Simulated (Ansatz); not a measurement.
Reaction (redistribution): `[CH3][Al]([OH])[O][SiH3]` + `C[O][InH2]` → `[SiH3][O][InH2]` + `C[O][Al]([CH3])[OH]`

Gas-phase electronic energies from Ansatz, PBE0-D4/def2-TZVP geometries. CBS: MP2 limit from def2 TZ/QZ plus the TZ coupled-cluster correction, frozen cores. Functionals use def2-TZVPP. B3LYP here is the variant with VWN-RPA as its local correlation; programs differ in this. Elements past krypton have def2 core potentials. For In outer-core shells are correlated without core-valence functions, which leaves a few kJ/mol of doubt a bond. Each species was taken in one conformer, which may not be the lowest.

**Question.** Is it downhill or uphill in electronic energy at CCSD(T)/CBS, and by how much? (An estimate is asked.)

**Answer.** The calculation gave: Uphill: ΔE = +4.3 kJ/mol.

**Question.** What do these levels give: revPBE-D4, r2SCAN-D4, BHLYP-D4, ωB97X-V, ωB97M-V, B3LYP, LC-ωPBE, HF/def2-SVP, CCSD(T)/def2-SVP, SCS-MP2/def2-TZVPP, HF/def2-QZVPP, CCSD/CBS(def2)? (Best estimate.)

**Answer.** Computed: revPBE-D4 7.0, r2SCAN-D4 6.1, BHLYP-D4 3.7, ωB97X-V 3.8, ωB97M-V 3.7, B3LYP 6.4, LC-ωPBE 3.7, HF/def2-SVP 2.2, CCSD(T)/def2-SVP 2.3, SCS-MP2/def2-TZVPP 3.1, HF/def2-QZVPP 2.3, CCSD/CBS(def2) 3.8 kJ/mol.

Largest T1 diagnostic among the species: 0.017.

Leaving LDA and LC-ωPBE aside and taking each functional with its dispersion term where it has one, the values, not all of them listed here, spread over 4.4 kJ/mol, from PBE-QIDH to BLYP-D4. From BLYP to BHLYP (50 % exact exchange), in def2-TZVPP and without D4, ΔE moves by −4.1 kJ/mol.
